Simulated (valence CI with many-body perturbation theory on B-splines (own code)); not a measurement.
**Au XXX: what each term of the Hamiltonian does**

Computed by relativistic CI+MBPT: four valence electrons over a frozen Dirac-Fock core [Kr] 4d10, a basis of 8 s, 8 p, 9 d, 9 f, 6 g, 3 h, 2 i functions for each j, with the one-electron correlation potential Σ1 (screened to all orders), the two-electron term Σ2, the three-electron term Σ3, Breit, model QED; selected single and double excitations, second order for the rest (own B-spline code, finite nucleus).

No measured spectrum was set against this ion. As an estimate, large intervals hold to a few tenths of a per cent, small ones and those within an open d or f shell to about a per cent. Core correlation moves these levels by up to 5900 cm⁻¹, and in measured spectra 5 to 20 % of such shifts remained as error; rates that hang on mixing are uncertain with them. Only levels of the ground parity were solved; by the run's estimate the other parity begins above the list, which can be wrong where configurations are misplaced.

Each rung adds one term. CI alone is the Dirac-Coulomb CI over the frozen core; QED comes last and gives the full result, which names the levels. Energies are above (4f5/2^4) J=4 on the same rung, in cm⁻¹.

Levels are named by their leading jj configuration (3d3/2^4 stands for four electrons in 3d with j = 3/2), which in mixed levels can hold well under half, so a name can repeat and another be missing. Letters in brackets count levels of one name in rising energy.

```csv
Level,CI alone
(4f5/2^3 4f7/2) J=5 [a],25240
(4f5/2^4) J=2,40046
(4f5/2^3 4f7/2) J=6 [a],44428
(4f5/2^3 4f7/2) J=4 [a],55610
(4f5/2^3 4f7/2) J=1 [a],55340
(4f5/2^3 4f7/2) J=7,57536
(4f5/2^3 4f7/2) J=3 [a],64726
(4f5/2^3 4f7/2) J=8,67183
(4f5/2^3 4f7/2) J=2 [a],68661
(4f5/2^3 4f7/2) J=3 [b],71884
(4f5/2^3 4f7/2) J=2 [b],72800
(4f5/2^2 4f7/2^2) J=6 [a],80462
(4f5/2^3 4f7/2) J=5 [b],83443
(4f5/2^2 4f7/2^2) J=7 [a],87379
(4f5/2^2 4f7/2^2) J=4 [a],89538
(4f5/2^2 4f7/2^2) J=8 [a],94901
```

(1) What do these energies become with core correlation, Breit and QED?

(2) How does the ionisation energy move along the ladder, and which term matters most?

Results:

(1) (4f5/2^3 4f7/2) J=5 [a] 25472 (+232); (4f5/2^4) J=2 38531 (-1515); (4f5/2^3 4f7/2) J=6 [a] 43927 (-501); (4f5/2^3 4f7/2) J=4 [a] 54690 (-919); (4f5/2^3 4f7/2) J=1 [a] 54994 (-346); (4f5/2^3 4f7/2) J=7 55850 (-1686); (4f5/2^3 4f7/2) J=3 [a] 63789 (-937); (4f5/2^3 4f7/2) J=8 64445 (-2738); (4f5/2^3 4f7/2) J=2 [a] 66835 (-1826); (4f5/2^3 4f7/2) J=3 [b] 70262 (-1623); (4f5/2^3 4f7/2) J=2 [b] 70833 (-1967); (4f5/2^2 4f7/2^2) J=6 [a] 79488 (-974); (4f5/2^3 4f7/2) J=5 [b] 81620 (-1823); (4f5/2^2 4f7/2^2) J=7 [a] 85637 (-1742); (4f5/2^2 4f7/2^2) J=4 [a] 88281 (-1256); (4f5/2^2 4f7/2^2) J=8 [a] 92408 (-2493).

(2) CI alone 1012.2, + Σ1 1015.8, + Σ2 1025.1, + Σ3 1025.1, + Breit 1024.9, + QED 1025.0 eV. The largest step is Σ2, 9.3 eV. NIST lists 1040 ± 50 eV (theoretical).
